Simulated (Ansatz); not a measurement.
System: sum formula CuN$_{2}$H$_{6}$ (charge +1, singlet). 
Structure (B3LYP-D3(BJ)/def2-TZVP (Ansatz, a quantum-chemistry and plane-wave program) minimum search):
```xyz
9

Cu     0.0000     0.0000     0.0000
N     -1.1464    -0.5233     1.4723
H     -1.5401     0.2819     1.9559
H     -0.6463    -1.0698     2.1713
H     -1.9322    -1.0923     1.1622
N      1.1464     0.5233    -1.4723
H      0.9244     1.4554    -1.8178
H      1.0647    -0.1107    -2.2652
H      2.1295     0.5355    -1.2064
```
Charge +1, spin multiplicity 1.

Quantity: vertical electron affinity (to the doublet state of charge +0; a negative value means that the extra electron is unbound and the number depends on the basis; each state is the SCF solution reached for its spin; the molecule has degenerate orbitals, so one determinant may break the symmetry), in eV. Valence correlation only, unless marked. UHF or UKS for open shells. No spin-orbit coupling. The frozen core is the preceding noble-gas configuration, with the filled d and f shells of earlier blocks. No relativistic terms. CBS marks a two-point X^-3 extrapolation of the correlation energy; Hartree-Fock from the larger set. The bracket is a focal-point correction in the basis named.

```tsv
level	program	vertical electron affinity (eV)
r2SCAN/def2-TZVPD	Ansatz	3.57
PBE0/def2-TZVPD	Ansatz	3.53
CAM-B3LYP/def2-TZVPD	Ansatz	3.47
wB97X-V/def2-TZVPD	Ansatz	(withheld)
wB97X/def2-TZVPD	Ansatz	(withheld)
RI-MP2/CBS(def2-TZVPPD,def2-QZVPPD)+[CCSD(T)-MP2]/def2-TZVPPD	Ansatz	(withheld)
```

Problem. Complete the blanks.

Solution. 
- wB97X-V/def2-TZVPD, vertical electron affinity (eV): 3.16
- wB97X/def2-TZVPD, vertical electron affinity (eV): 3.08
- RI-MP2/CBS(def2-TZVPPD,def2-QZVPPD)+[CCSD(T)-MP2]/def2-TZVPPD, vertical electron affinity (eV): 3.46
